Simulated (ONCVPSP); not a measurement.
What one change does to a pseudopotential (Nb (Z = 41), ONCV)

ONCVPSP 4.0.1 input, shortened (lines: element, Z, core and valence counts, functional; n l f; lmax; l rc ep ncon nbas qcut; lloc lpopt rc5 dvloc0; l nproj debl; icmod fcfact rcfact), Wu-Cohen, scalar-relativistic:

```
  Nb 41.00    6    3  -118130      upf
    1    0    2.00
    2    0    2.00
    2    1    6.00
    3    0    2.00
    3    1    6.00
    3    2   10.00
    4    0    2.00
    4    1    6.00
    4    2    2.00
    2
    0    1.80    0.00    4    7    7.60
    1    1.30    0.00    5   10    5.30
    2    1.95    0.00    3    7    8.20
    4    5    0.80    4.00
    0    2    1.70
    1    2    1.00
    2    2    2.00
    3    4.25    1.60
```

In the s channel the program set the typed energies aside and used -3.268, 0.050 Ha. In the p channel the program set the typed energies aside and used -2.375, 0.250 Ha.

All-electron outer shells of the reference configuration (Wu-Cohen, scalar-relativistic, ld1.x):

```csv
shell,level (eV),outermost node (bohr),outermost maximum (bohr)
4s,-88.93,0.53,1.02
4p,-64.62,0.54,1.12
4d,-30.57,0.55,1.40
```

Change: core correction Teter function, fcfact 1, rcfact 1.6.

Cutoffs: the cutoffs (Ha) at which the residual kinetic energy of the hardest occupied pseudo-wave falls to 1 and 0.1 mHa per electron; they do not see the model core or the augmentation charge, which bear on the density cutoff. Errors are all-electron minus pseudo energies relative to the spin-unpolarised reference configuration.

Task: Predict the effect on cutoff, ghosts and configuration errors.

Result: The potential gets neither clearly harder nor softer (148 Ha and 194 Ha → 148 Ha and 194 Ha); both files keep a bound ghost (s); of the 4 tests that both files solve, the error grows in 2 and shrinks in 1 by more than 15 % and 0.3 meV (median size 11.6 → 9.1 meV). A model core, the more so a compact one, raises the density cutoff, which this test does not measure.

```tsv
quantity	base	changed
cutoff, loose	148 Ha	148 Ha
cutoff, tight	194 Ha	194 Ha
bound ghosts	s	s
GHOST(+) flags under 300 eV	p at 269.9 eV	p at 269.9 eV
error for 4s2 4p6 4d4 5s1, meV [ΔE -45.35 eV]	+22	-15
error for 4s2 4p6 4d4, meV [ΔE -38.71 eV]	+1.2	+2.9
error for 4s2 4p6 4d3, meV [ΔE -24.69 eV]	+1.3	+2.1
error for 4s1 4p6 4d4 5s1, meV [ΔE 18.67 eV]	-129	-116
s: phases at 1.83 bohr within 0.05 rad from the reference energy up to (Ha; the scan ends near 5)	-1.4	-1.4
p: phases at 1.32 bohr within 0.05 rad from the reference energy up to (Ha; the scan ends near 5)	to the end of the scan	to the end of the scan
d: phases at 1.98 bohr within 0.05 rad from the reference energy up to (Ha; the scan ends near 5)	to the end of the scan	to the end of the scan
rms error of d²Exc/dni dnj with the model core, mHa	3.07	1.04
```

 A true bound ghost makes a file unfit for plane-wave use even where its test errors are small: the radial tests pick states by their node count and pass the ghost by.
